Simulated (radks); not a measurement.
Task: Neutral gold, [Xe] 4f14 5d10 6s1. Method: non-relativistic Kohn-Sham, exchange-only LDA, spin-polarised, spherical densities, point nucleus; computed with a radial shooting solver on a logarithmic mesh with Libxc functionals. Every spin shell is full or empty, so the densities are truly spherical. Functionals are evaluated on that one density, not self-consistently. Rank these exchange functionals by their error against the exact value of the orbitals, and give that value: LDA, revPBE, RPBE, PW86, AM05, APBE, SCAN, r2SCAN, MS2, TASK.

Result: Exact: -337.881 hartree. From best to worst, with 100 (|E| - |E exact|)/|E exact| (equal figures are ties): SCAN +0.09, r2SCAN -0.14, RPBE -0.18, revPBE -0.21, APBE +0.30, PW86 -0.34, MS2 -0.63, TASK -1.81, AM05 -3.58, LDA -3.77.
